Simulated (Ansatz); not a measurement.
Relaxation of C₂H₂BrFO (7 atoms, charge 0, multiplicity 1), to a largest force component of 0.02 eV/Å in at most 50 steps.

These are results of UHF/def2-SVP in Ansatz, not measurements.

```xyz
7
Properties=species:S:1:pos:R:3
O -0.711 -0.277 1.361
C 0.163 -0.543 0.382
F 0.912 -1.627 0.548
C 0.415 0.192 -0.733
Br -0.608 1.700 -1.198
H -0.683 0.139 0.301
H 1.112 -0.101 -1.460
```

Task: Where does it end, and by what steps?

Result: The forces met the threshold. After 10 steps the energy has fallen by 4.887 eV; H6 moved furthest, 0.86 Å. The start is strongly strained (largest force component 9 eV/Å), so its close contacts needn't be bonds. Parted: C2–H6.

```tsv
step	energy less start (eV)	largest force component (eV/Å)	accepted
0	0.0000	8.502	yes
1	-1.7260	5.742	yes
2	-3.4228	4.778	yes
3	-4.2481	3.184	yes
4	-4.6892	1.253	yes
5	-4.8055	0.767	yes
6	-4.8657	0.626	yes
7	-4.8553	0.558	no
8	-4.8866	0.107	yes
9	-4.8872	0.040	yes
10	-4.8872	0.003	yes
```

```xyz
7
Properties=species:S:1:pos:R:3
O -0.692 -0.394 1.139
C 0.249 -0.562 0.244
F 0.982 -1.588 0.549
C 0.508 0.144 -0.844
Br -0.536 1.640 -1.317
H -1.236 0.353 0.928
H 1.324 -0.110 -1.499
```

Whether the end is a true minimum wasn't checked by a vibrational analysis.

Time of the run: 24 s on 2 threads of Arm Neoverse V2, with other jobs on the host, peak memory 0.32 GiB.
